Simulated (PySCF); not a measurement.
Choosing a molecule for a target property.

Species are written as SMILES; each is one conformer at its optimised geometry, gas phase, non-relativistic unless stated; the electronic structure was computed with PySCF and density fitting.

The conformers computed, where there is a choice (atom-mapped SMILES and torsion angles):
- `[OH:1][CH2:2][CH:3]([SiH3:4])[SiH3:5]`: O1–C2–C3–Si4 41°, H–O1–C2–C3 62°
- `[CH:1]#[C:2][Si@@H:3]1[CH:4]=[C:5]([CH2:6][SiH3:7])[SiH2:8][O:9]1`: C4–C5–C6–Si7 -94°
- `[CH3:1][O:2][SiH2:3][SiH2:4][SiH2:5][O:6][SiH3:7]`: C1–O2–Si3–Si4 58°, O2–Si3–Si4–Si5 31°, Si3–Si4–Si5–O6 176°, Si4–Si5–O6–Si7 -13°
- `[CH3:1][N:2]([CH3:3])[Si:4]([CH3:5])([CH3:6])[N:7]([CH3:8])[CH3:9]`: C1–N2–Si4–C5 -173°, N2–Si4–N7–C8 -52°
- `[CH3:1][CH:2]([CH3:3])[NH:4][SiH2:5][CH2:6][N:7]([CH3:8])[CH3:9]`: C1–C2–N4–Si5 -137°, C2–N4–Si5–C6 180°, N4–Si5–C6–N7 36°, Si5–C6–N7–C8 -166°

**Question.** Wanted: HOMO–LUMO gap below 6.8 eV (PBE0/pcSseg-1) and dipole moment above 3 D (PBE0/pcSseg-1), at GFN2-xTB geometries. Which candidate meets both?
A. `n1c(C#C)n([SiH3])cc1`
B. `O([SiH3])[SiH2][SiH2][SiH2]OC`
C. `OCC([SiH3])[SiH3]`
D. `CC(C)N[SiH2]CN(C)C`
E. `C#C[Si@@H]1C=C(C[SiH3])[SiH2]O1`
F. `CN(C)[Si](C)(C)N(C)C`

**Answer.** A. Computed values:
| species | HOMO–LUMO gap | dipole moment |
| --- | --- | --- |
| n1c(C#C)n([SiH3])cc1 | 5.84 eV | 3.74 D |
| C#C[Si@@H]1C=C(C[SiH3])[SiH2]O1 | 6.71 eV | 1.86 D |
| O([SiH3])[SiH2][SiH2][SiH2]OC | 6.86 eV | 1.13 D |
| CN(C)[Si](C)(C)N(C)C | 7.11 eV | 0.10 D |
| CC(C)N[SiH2]CN(C)C | 7.28 eV | 0.95 D |
| OCC([SiH3])[SiH3] | 8.47 eV | 1.69 D |

**Question.** Wanted: HOMO energy between -7.8 eV and -6.4 eV (PBE0/pcSseg-1) and smallest rotational constant above 0.55 GHz (GFN2-xTB), at GFN2-xTB geometries. Which candidate meets both?
A. `CN(C)C[SiH2]NC(C)C`
B. `C#C[Si@@H]1C=C(C[SiH3])[SiH2]O1`
C. `c1cn([SiH3])c(n1)C#C`
D. `OCC([SiH3])[SiH3]`
E. `CN([Si](C)(C)N(C)C)C`

**Answer.** C. Computed values:
| species | HOMO energy | smallest rotational constant |
| --- | --- | --- |
| OCC([SiH3])[SiH3] | -8.05 eV | 1.439 GHz |
| C#C[Si@@H]1C=C(C[SiH3])[SiH2]O1 | -7.53 eV | 0.515 GHz |
| c1cn([SiH3])c(n1)C#C | -6.59 eV | 1.056 GHz |
| CN(C)C[SiH2]NC(C)C | -6.20 eV | 0.588 GHz |
| CN([Si](C)(C)N(C)C)C | -6.00 eV | 0.937 GHz |
